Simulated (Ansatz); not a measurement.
C2H9AlOSi, charge +1, doublet, geometry from GFN2-xTB (such geometries of metal compounds can be far from the true shape) (a state made from the parent by changing its charge; the spin is typed, not shown lowest). Base run: Ansatz (a quantum-chemistry and plane-wave program) with B3LYP/cc-pVDZ.

Input for Ansatz:
Ansatz 0.2 input:
```yaml
crystal:
  periodic: [false, false, false]
  atoms:
    - {symbol: Al, position_ang: [0.15608125, 0.78297914, 0.50959140]}
    - {symbol: C, position_ang: [1.72225778, 1.94360939, -0.00688629]}
    - {symbol: H, position_ang: [2.63869612, 1.35433179, 0.07350601]}
    - {symbol: H, position_ang: [1.75317135, 2.79994928, 0.66857364]}
    - {symbol: H, position_ang: [1.59055878, 2.27057012, -1.04102970]}
    - {symbol: C, position_ang: [-1.09915289, 1.15398119, 2.04409078]}
    - {symbol: H, position_ang: [-1.06884439, 0.30849865, 2.73527562]}
    - {symbol: H, position_ang: [-2.11174577, 1.26410523, 1.64900643]}
    - {symbol: H, position_ang: [-0.77579098, 2.07061717, 2.53961752]}
    - {symbol: O, position_ang: [-0.12173665, -0.58650137, -0.39180665]}
    - {symbol: Si, position_ang: [-0.38442822, -1.95810654, -1.27584430]}
    - {symbol: H, position_ang: [-1.83006116, -2.20128165, -1.12004486]}
    - {symbol: H, position_ang: [0.48693372, -2.97300584, -0.69668373]}
    - {symbol: H, position_ang: [-0.09471506, -1.55255454, -2.65986251]}
basis:
  gaussian:
    orbitals: cc-pVDZ
hamiltonian:
  xc: b3lyp
total_charge: 1
magnetization: {spin_polarized: true, initial_magnetization: 1}
```

The base run was repeated with changes; each row names its change, and settings that it needs were set with it.

```
change                                                            ΔE vs base (mEh)
----------------------------------------------------------------  ----------------
base                                                                         0.000
point_charge = charge:-1.0 position_ang:6.1878, -0.1688, -1.7608           -82.883
lower_state_search = light                                                   0.000
final_grid = 6, 12, 29                                                       0.007
point_charge = charge:0.5 position_ang:-4.8217, 4.4383, -0.785              39.955
nuclear_model = gaussian                                                     0.318
fitting.mean_field = def2-universal-JKFIT                                   -0.111
final_grid = 4, 8, 17                                                       -0.118
fitting.mean_field = cc-pVTZ-JKFIT                                          -0.036
forces = on                                                                  0.000
final_grid = 14, 28, 59                                                      0.000
```
